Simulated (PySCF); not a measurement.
Exercise with solution: oscillator strength and radiative lifetime

CH7FOSi2, SMILES [SiH2](O)[SiH2]CF.

The structure is a stationary point at r2SCAN-D4/def2-SVP. The structure was generated by enumeration, and PubChem lists no compound with its InChIKey, so it may never have been made. One conformer was computed; it need not be the lowest.

TDA-PBE/def2-SVPD run with PySCF puts the first singlet state with f over 0.02 at 5.53 eV (vertical), with the transition dipole (0.343, 0.029, -0.333) in atomic units.

### Question
Find the oscillator strength, the wavelength and the radiative lifetime that this transition would have in vacuum if emission retraced absorption.

### Answer

|μ|² = 0.2294 au, so |μ| = 1.22 D. ΔE = 5.53/27.211 = 0.2032 hartree. f = (2/3) ΔE |μ|² = 0.031 (the program prints 0.031).
λ = 1239.84/5.53 = 224 nm; ν = 44602 cm⁻¹.
Einstein's coefficient A = 0.6670 ν² f s⁻¹ (ν in cm⁻¹) = 4.1e7 s⁻¹, so τ = 1/A = 24 ns. This state is S1. The figure is the radiative limit of this one transition; relaxation, internal conversion, crossing to triplets and a medium change what is measured.
